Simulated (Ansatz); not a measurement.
Compare A (`[SiH3]OC[SiH2]Cl`) with its isomer B (`C[SiH](Cl)[SiH2]O`).

Calculated with Ansatz (gas phase, PBE0-D4/def2-TZVP geometries, no zero-point term in ΔE). CCSD(T)/CBS adds triple-zeta CCSD(T) − MP2 to the extrapolated MP2 energy (def2 sets, frozen cores). DFT in def2-TZVPP. B3LYP here is the variant with VWN-RPA as its local correlation; programs differ in this. Each species was taken in one conformer, which may not be the lowest.

Which isomer does CCSD(T)/CBS put lower? Give the gap. (An estimate is asked.)

Computed: B, by 108.6 kJ/mol.

Give E(B) − E(A) in kJ/mol with r2SCAN-D4, PBE-D4, B3LYP, PBE0-D4, CCSD/def2-TZVPP, CCSD(T)/def2-TZVPP, B2PLYP. (Best estimate.)

The calculation gave: r2SCAN-D4 -114.8, PBE-D4 -120.1, B3LYP -100.0, PBE0-D4 -118.2, CCSD/def2-TZVPP -101.0, CCSD(T)/def2-TZVPP -103.3, B2PLYP -101.3. None reverses the order clearly.

Largest T1 diagnostic: 0.011.

The D4 term adds −4.1 kJ/mol with B3LYP and −2.3 kJ/mol with PBE0; it sums over pairs of atoms, weighted by their polarisabilities, and B3LYP, whose exchange is more repulsive, gets the larger term. In def2-TZVPP, CCSD(T) changes the Hartree–Fock value by −20.3 kJ/mol (the triples alone add −2.4 kJ/mol) and MP2 by −23.3 kJ/mol.
